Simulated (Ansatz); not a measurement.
Calculated with Ansatz (gas phase, PBE0-D4/def2-TZVP geometries, no zero-point term in ΔE). CCSD(T)/CBS is the MP2 limit (def2-TZVPP, def2-QZVPP) plus CCSD(T) − MP2 in def2-TZVPP, frozen cores. Functionals use def2-TZVPP. B3LYP here is the variant with VWN-RPA as its local correlation; programs differ in this. Elements past krypton have def2 core potentials. For Sn outer-core shells are correlated without core-valence functions, which leaves a few kJ/mol of doubt a bond. Each species was taken in one conformer, which may not be the lowest.

Reaction (formal exchange of groups at a C–C bond): `CCCC(C)=O` + `N=[CH][SnH3]` → `C[C](=N)[SnH3]` + `CCC(C)=O`

Q: Is it downhill or uphill in electronic energy at CCSD(T)/CBS, and by how much? (Estimate.)

A: The calculation gave: Downhill: ΔE = -32.8 kJ/mol.

Q: What do these levels give: r2SCAN-D4, B3LYP-D4, B2PLYP, PBE, B3LYP, HF/def2-QZVPP? (Best estimate.)

A: Ansatz gave: r2SCAN-D4 -40.0, B3LYP-D4 -36.1, B2PLYP -35.7, PBE -40.9, B3LYP -37.3, HF/def2-QZVPP -29.3 kJ/mol.

Largest T1 diagnostic among the species: 0.014.

From PBE to PBE0 (25 % exact exchange), in def2-TZVPP and without D4, ΔE moves by +3.3 kJ/mol.
